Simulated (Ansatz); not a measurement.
`C[SiH2][SiH2]S` + H₂Te → `S[SiH2][TeH]` + `C[SiH3]` at 298.15 K and 1 bar (cleavage of the Si–Si bond).

Calculated with Ansatz (gas phase, PBE0-D4/def2-TZVP geometries, no zero-point term in ΔE). CCSD(T)/CBS adds triple-zeta CCSD(T) − MP2 to the extrapolated MP2 energy (def2 sets, frozen cores). This one scheme is used for every species. def2 core potentials past Kr. For Te outer-core shells are correlated without core-valence functions, which leaves a few kJ/mol of doubt a bond. Each species was taken in one conformer, which may not be the lowest.

| species | CCSD(T)/CBS energy (Eh) | H − E (kJ/mol) | S (J/(mol·K)) |
| --- | --- | --- | --- |
| `C[SiH2][SiH2]S` | -1018.83085 | 235.5 | 372.9 |
| H₂Te | -268.91024 | 41.3 | 228.4 |
| `S[SiH2][TeH]` | -957.02579 | 107.3 | 343.6 |
| `C[SiH3]` | -330.73916 | 173.3 | 255.5 |

H − E and S are ideal-gas, rigid-rotor, harmonic terms from PBE0-D4/def2-TZVP, for one conformer and one mirror image of each species. 1 Eh = 2625.50 kJ/mol, R = 8.31446 J/(mol·K).

**Question.** By hand: ΔE, ΔH, ΔS and ΔG.

**Answer.** ΔE = (-957.02579) + (-330.73916) − (-1018.83085) − (-268.91024) = -0.02386 Eh = -62.6 kJ/mol. Δ(H − E) = 107.3 + 173.3 − 235.5 − 41.3 = 3.8, so ΔH = -58.8 kJ/mol. ΔS = 343.6 + 255.5 − 372.9 − 228.4 = -2.2 J/(mol·K). ΔG = -58.8 − 298.15 × (-2.2)/1000 = -58.1 kJ/mol.

**Question.** By hand: the equilibrium constant, and the temperature at which ΔG would vanish if ΔH and ΔS stayed fixed.

**Answer.** log₁₀ K = −ΔG/(RT ln 10) = 10.2. ΔG = 0 at ΔH/ΔS = 26727 K, far beyond where these terms or the molecules hold.

The number of gas molecules stays the same, so ΔS is small and ΔH decides. A doubt of 5 kJ/mol in ΔE shifts log₁₀ K by 0.9 here. Other conformers and mirror images would add mixing entropy, several J/(mol·K) or more a flexible species. Modes under 60 cm⁻¹, often nearly free rotors, make the harmonic entropy too high. These are equilibria of isolated gas molecules and say nothing of rates. Largest T1 diagnostic: 0.011 (customary marks: 0.02 for closed shells, 0.045 for open ones).
